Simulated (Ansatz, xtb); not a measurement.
## Two isomers of C5H11NS

Structure I is `[H]/N=C\[C@H](S)C(C)C`, a singlet and structure II is `CC(C)/C(S)=C/N`, a singlet. Both are isolated molecules in the gas phase, relaxed with PBE0-D3(BJ)/def2-SVP; the shapes shown needn't be the lowest conformers.

I (Å):

```xyz
18

C    -1.7843    0.1129    0.7299
C    -1.7134    0.5529   -0.7272
C    -3.0971    0.7936   -1.3139
C    -0.7767    1.7580   -0.9352
C     0.6659    1.4005   -0.6319
N     1.5343    2.0605    0.0031
S    -1.3127    3.3025   -0.1281
H    -2.3090    0.8611    1.3452
H    -0.7832   -0.0443    1.1613
H    -2.3423   -0.8307    0.8222
H    -1.2421   -0.2685   -1.2999
H    -3.7269   -0.1025   -1.2075
H    -3.5981    1.6287   -0.8008
H    -3.0425    1.0434   -2.3850
H    -0.8158    2.0223   -2.0084
H    -1.2449    2.8494    1.1431
H     0.9657    0.4210   -1.0500
H     1.1138    2.9484    0.3172
```

II (Å):

```xyz
18

C     2.9665   -1.7711   -0.2575
C     2.3878   -0.9718   -1.4247
C     2.3163   -1.8243   -2.6904
C     1.0534   -0.3541   -1.0802
C     0.8817    0.9793   -0.9367
N    -0.2501    1.6307   -0.5331
S    -0.3237   -1.4264   -0.7128
H     3.9453   -2.2044   -0.5180
H     2.2896   -2.5966    0.0138
H     3.0946   -1.1356    0.6314
H     3.0689   -0.1253   -1.6286
H     1.9357   -1.2423   -3.5440
H     1.6476   -2.6872   -2.5397
H     3.3088   -2.2188   -2.9584
H    -0.6491   -1.7748   -1.9817
H     1.7479    1.6293   -1.1099
H    -0.3705    2.5869   -0.8362
H    -1.0933    1.0646   -0.5219
```

Q: Estimate E(II) − E(I) at the level CCSD(T)/def2-SVP + ΔMP2/def2-TZVPP.

A: CCSD(T)/def2-SVP + ΔMP2/def2-TZVPP gives E(II) − E(I) = −6.33 kJ/mol, favouring structure II, but this leans on the basis-set step: CCSD(T) alone gives −1.56 kJ/mol.

The same difference at several levels:

```json
{"level": "PBE0-D3(BJ)/def2-SVP", "geometry": "PBE0-D3(BJ)/def2-SVP", "E(II) − E(I) (kJ/mol)": "−19.93", "departure from the last row (kJ/mol)": "−13.60", "job, with rough time for the two": "optimisation, 3 min"}
{"level": "HF/def2-SVP", "geometry": "PBE0-D3(BJ)/def2-SVP", "E(II) − E(I) (kJ/mol)": "−12.71", "departure from the last row (kJ/mol)": "−6.37", "job, with rough time for the two": "part of the CCSD(T) run"}
{"level": "MP2/def2-SVP", "geometry": "PBE0-D3(BJ)/def2-SVP", "E(II) − E(I) (kJ/mol)": "−8.35", "departure from the last row (kJ/mol)": "−2.02", "job, with rough time for the two": "part of the CCSD(T) run"}
{"level": "CCSD(T)/def2-SVP", "geometry": "PBE0-D3(BJ)/def2-SVP", "E(II) − E(I) (kJ/mol)": "−1.56", "departure from the last row (kJ/mol)": "+4.77", "job, with rough time for the two": "single point"}
{"level": "CCSD(T)/def2-SVP + ΔMP2/def2-TZVPP", "geometry": "PBE0-D3(BJ)/def2-SVP", "E(II) − E(I) (kJ/mol)": "−6.33", "departure from the last row (kJ/mol)": "", "job, with rough time for the two": "single point, 6.2 min"}
```

As drawn, II has 1 C=C, 1 C–N, 1 N–H in place of 1 C=N, 1 C–C, 1 C–H.

CCSD(T)/def2-SVP finds them nearly level. The largest departure from CCSD(T)/def2-SVP + ΔMP2/def2-TZVPP is that of PBE0-D3(BJ)/def2-SVP, 13.60 kJ/mol. Levels run at GFN2-xTB geometries aren't shown. The last row adds to CCSD(T) the change of the MP2 difference between the two basis sets, here −4.77 kJ/mol.

With thermal terms from frequencies at re-optimised GFN2-xTB minima (ideal gas, soft modes damped towards free rotors, one conformer each, 298.15 K, 1 atm): on the last row, ΔE + ΔZPE = −6.96, ΔH = −5.78, ΔG = −7.65 kJ/mol.

The correlated steps freeze 11 core orbitals. Mirror images aren't counted in ΔG. Run with Ansatz 0.2.0, xtb 6.7.1; the last row on 2 threads of Arm Neoverse N1 on a shared host.
